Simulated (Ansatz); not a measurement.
Isolated molecules relaxed with PBE0-D4/def2-TZVP in Ansatz; ΔE leaves out vibrations. CCSD(T)/CBS adds triple-zeta CCSD(T) − MP2 to the extrapolated MP2 energy (def2 sets, frozen cores). This one scheme is used for every species. DFT in def2-TZVPP. Elements past krypton have def2 core potentials. For Sn outer-core shells are correlated without core-valence functions, which leaves a few kJ/mol of doubt a bond. One conformer a species, not always the lowest.

Reaction (stannylene formation by 1,1-elimination): `[CH3][Sn]([OH])([Cl])[Cl]` → `[Cl][Sn][Cl]` + CH₃OH

```tsv
level	ΔE (kcal/mol)
revPBE-D4	14.4
r2SCAN0-D4	21.5
B2PLYP	16.2
PBE	13.5
revPBE	10.0
LC-ωPBE	24.1
HF/def2-SVP	10.1
CCSD(T)/def2-TZVPP	22.7
```

**Question.** What does CCSD(T)/CBS give? (An estimate is asked.)

**Answer.** The calculation gave: +23.1 kcal/mol. The listed levels differ from it by -8.7, -1.6, -6.9, -9.6, -13.1, 1.0, -13.0, -0.4 kcal/mol.

Largest T1 diagnostic among the species: 0.014.

From PBE to PBE0 (25 % exact exchange), in def2-TZVPP and without D4, ΔE moves by +3.4 kcal/mol. The D4 term adds +3.7 kcal/mol with B3LYP and +2.1 kcal/mol with PBE0; it sums over pairs of atoms, weighted by their polarisabilities, and B3LYP, whose exchange is more repulsive, gets the larger term.

B3LYP here is the variant with VWN-RPA as its local correlation; programs differ in this.
